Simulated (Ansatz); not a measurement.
Molecule: C$_{3}$H$_{10}$GeN, net charge -1, singlet state. It need not be the lowest isomer of its formula. Whether it binds its extra electron was not tested at this geometry. 
Coordinates optimised at B3LYP-D3(BJ)/def2-TZVP (Ansatz, a program for electronic structure):
```
Ge
N 1 1.7828
H 2 1.0238 1 108.75
C 1 1.9985 2 108.57 3 180.00
H 4 1.0923 1 109.73 2 -59.29
H 4 1.0923 5 108.05 1 -119.61
H 4 1.0937 5 108.80 6 -117.97
C 1 2.0302 2 119.17 3 -61.92
H 8 1.0928 1 109.54 2 -53.60
H 8 1.0939 9 108.00 1 -119.83
H 8 1.0955 9 108.82 10 -117.44
C 1 2.0302 2 119.17 3 61.92
H 12 1.0928 1 109.54 2 53.60
H 12 1.0939 13 108.00 1 119.83
H 12 1.0955 13 108.82 14 117.44
```
Charge -1, spin multiplicity 1.

Total electronic energies in hartree. Valence correlation only, unless marked. Spin-orbit coupling is left out. The frozen core is the preceding noble-gas configuration, with the filled d and f shells of earlier blocks. No relativistic terms. Basis-set limits of correlation are two-point, X^-3; Hartree-Fock from the larger set. [CCSD(T)-MP2]/basis is that difference in the basis named.

| level | program | energy (Eh) |
|---|---|---|
| HF/6-31G | Ansatz | -2248.79760 |
| HF/cc-pVDZ | Ansatz | -2249.17473 |
| PBE-D3(BJ)/def2-TZVPD | Ansatz + dftd3 | -2251.63214 |
| BLYP-D3(BJ)/def2-TZVPD | Ansatz + dftd3 | -2252.16131 |
| revPBE-D3(BJ)/def2-TZVPD | Ansatz + dftd3 | -2251.99043 |
| r2SCAN-D4/def2-TZVPD | Ansatz + dftd4 | -2252.06434 |
| PBE0/6-31G* | Ansatz | -2251.31842 |
| PBE0-D4/def2-TZVPD | Ansatz + dftd4 | -2251.70830 |
| PBE0/def2-TZVPD | Ansatz | -2251.69722 |
| BHLYP-D4/def2-TZVPD | Ansatz + dftd4 | -2252.05055 |
| r2SCAN0/def2-TZVPD | Ansatz | -2252.02182 |
| CAM-B3LYP-D3(BJ)/def2-TZVPD | Ansatz + dftd3 | -2252.20850 |
| B2GP-PLYP/def2-TZVPD | Ansatz | -2251.41311 |
| B2PLYP/def2-TZVPD | Ansatz | -2251.59687 |
| RPA@PBE/cc-pVQZ | Ansatz | -2250.88580 |
| MP2/aug-cc-pVTZ | Ansatz | -2250.24694 |
| SCS-MP2/STO-3G | Ansatz | -2223.62554 |
| SCS-MP2/aug-cc-pVTZ | Ansatz | -2250.25209 |
| CCSD/6-31G* | Ansatz | -2249.62094 |
| CCSD/cc-pVDZ | Ansatz | -2249.96600 |
| CCSD/cc-pVQZ | Ansatz | -2250.33294 |
| CCSD(T)/6-31G* | Ansatz | -2249.64257 |
| RI-MP2/CBS(aug-cc-pVTZ,aug-cc-pVQZ)+[CCSD(T)-MP2]/aug-cc-pVTZ | Ansatz | -2250.4308 |

Totals of different functionals don't rank their quality; only differences between species are comparable.
